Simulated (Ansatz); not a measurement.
H2BFN, SMILES `N[B-]F` (excited triplet) (charge -1, multiplicity 3). This triplet is an excited state, 0.93 eV above the relaxed singlet at the level frozen-core CCSD(T)/aug-cc-pVTZ // B3LYP-D3(BJ)/def2-TZVPD (Ansatz, a first-principles code).

Level of theory: Ansatz with PBE0/aug-cc-pVTZ // B3LYP-D3(BJ)/def2-TZVPD.

Ansatz 0.2 input:
```yaml
crystal:
  periodic: [false, false, false]
  atoms:
    - { symbol: N, position_ang: [-0.520335, 0.083221, 0.01991] }
    - { symbol: B, position_ang: [0.810086, 0.380855, 0.21848] }
    - { symbol: F, position_ang: [1.8394, -0.408181, -0.125401] }
    - { symbol: H, position_ang: [-1.274254, 0.713202, 0.296875] }
    - { symbol: H, position_ang: [-0.854895, -0.769097, -0.409863] }
basis:
  gaussian: { orbitals: aug-cc-pVTZ }
hamiltonian:
  xc: pbe0
total_charge: -1
magnetization:
  spin_polarized: true
  initial_magnetization: 2
```

Output:

```
Functional definition: PBE0
779 factors; their error is unknown
mean field evaluation 1: about -4907.8928 eV, gradient 3.5e1 eV
mean field evaluation 2: about -4900.7641 eV, gradient 5.9e1 eV
mean field evaluation 4: about -4912.6489 eV, gradient 4.6e0 eV
mean field evaluation 8: about -4912.7252 eV, gradient 6.7e-2 eV
mean field evaluation 16: about -4912.7160 eV, gradient 6.2e-4 eV
mean field evaluation 32: about -4912.3884 eV, gradient 1.5e0 eV
a density is far from that of the atoms, so the factors are made again for it
1103 factors; integrals over basis functions are off by at most 9.9e-4 eV
mean field evaluation 64: about -4912.7159 eV, gradient 9.0e-6 eV
mean field -4912.71589338 eV, -180.5389791234 hartree, gradient 2.3e-5 eV, S^2 2.003136; 0 other end points of the search recorded, 0 dependent functions left out
reference -4912.71591700 eV, -180.5389799913 hartree; 13, 11 occupied and 171, 173 virtual orbitals, 1103 factors
Total energy: -4912.71591700 eV, -180.5389799913 hartree
```
